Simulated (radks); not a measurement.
Question: These are the eigenvalues of the occupied orbitals of an atom or ion with whole-number occupations (hartree). Calculated with a radial shooting solver on a logarithmic mesh with Libxc functionals: non-relativistic Kohn-Sham, PBE, spin-polarised, spherical densities, point nucleus.

orbital  eigenvalue
1s down   -2040.918
1s up     -2040.918
2s up     -344.1402
2s down   -344.1343
2p up     -329.4469
2p down   -329.4438
3s up     -89.97471
3s down   -89.80702
3p up     -83.30272
3p down   -83.15090
3d up     -70.86165
3d down   -70.75348
4s up     -29.98373
4s down   -29.74330
4p up     -27.23760
4p down   -26.99833
4d up     -22.27346
4d down   -22.03389
4f up     -15.91215

Which element is it, and in what charge state? The configuration may be excited. Open shells, if any, are filled with parallel spins first.

Answer: Z = 69, thulium, charge +18: Tm18+ in [Kr] 4d10 4f5. The list shows which subshells hold electrons but not how many an open one holds; the 1s level, -2040.9 hartree, gives Z - s = 63.9 by -(Z - s)^2/2, which with screening narrows Z to a few neighbours, and the depths of the outer levels then fix element, charge and occupations together.
